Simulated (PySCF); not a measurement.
# Electron correlation in F (fluorine, neutral)

Starting occupation: [He] 2s1 2p6, 2s1/2 with m_j = +1/2. Calculation: PySCF 2.14, in x2c-SVPall-2c with one added diffuse shell of s type (4s2p1d, 15 functions); X2C-1e with screened-nucleus spin-orbit coupling, Gaussian nucleus. Frozen: 1s2; 7 electrons correlated.

MP2 pair energies summed by pair of shells (mhartree):

```csv
pair,energy,share (%)
2p-2p,-181.04,90.5
2p-2s,-19.03,9.5
```

Total MP2 correlation energy: -200.06 mhartree.

The GHF reference relaxed away from the jj start to a determinant that is no pure jj level (⟨S²⟩ = 0.76, ⟨J²⟩ = 0.76); the energies belong to that determinant.
